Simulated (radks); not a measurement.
Species: Nb32+. Configuration: [He] 2s2 2p5.

Calculated with a radial shooting solver on a logarithmic mesh with Libxc functionals: Dirac Kohn-Sham, PBEsol, spin-unpolarised, spherical densities, finite nucleus; open shells fill j = l - 1/2 first; Fermi nuclear charge, rms radius 4.324 fm.

Energy parts (eV):
| part | energy |
|---|---|
| total | -79684.770 |
| kinetic | 83079.384 |
| electron-nucleus | -170354.122 |
| Hartree | 9230.655 |
| exchange-correlation | -1640.686 |

Orbitals (lengths in bohr, moments of r in powers of bohr; r(max) is where P^2 peaks):
1s1/2: occ. 2; eigenvalue (eV) -20724.42; <r^4> 7.932e-06; <r> 0.03606; r(max) 0.02349
2s1/2: occ. 2; eigenvalue (eV) -4386.146; <r^4> 0.001287; <r> 0.1533; r(max) 0.1313
2p1/2: occ. 2; eigenvalue (eV) -4208.118; <r^4> 0.0008311; <r> 0.1301; r(max) 0.1018
2p3/2: occ. 3; eigenvalue (eV) -4105.590; <r^4> 0.0009179; <r> 0.1342; r(max) 0.1054
3s1/2: occ. 0; eigenvalue (eV) -1795.589; <r^4> 0.03391; <r> 0.3666; r(max) 0.3498
3p1/2: occ. 0; eigenvalue (eV) -1736.787; <r^4> 0.02960; <r> 0.3485; r(max) 0.3298
3p3/2: occ. 0; eigenvalue (eV) -1710.023; <r^4> 0.03151; <r> 0.3545; r(max) 0.3360
3d3/2: occ. 0; eigenvalue (eV) -1634.189; <r^4> 0.01936; <r> 0.3076; r(max) 0.2620
3d5/2: occ. 0; eigenvalue (eV) -1627.639; <r^4> 0.01974; <r> 0.3095; r(max) 0.2637

The highest occupied level is 2p3/2 at -4105.6 eV. The electron density at the nucleus is 8.134e+04 e/bohr^3.
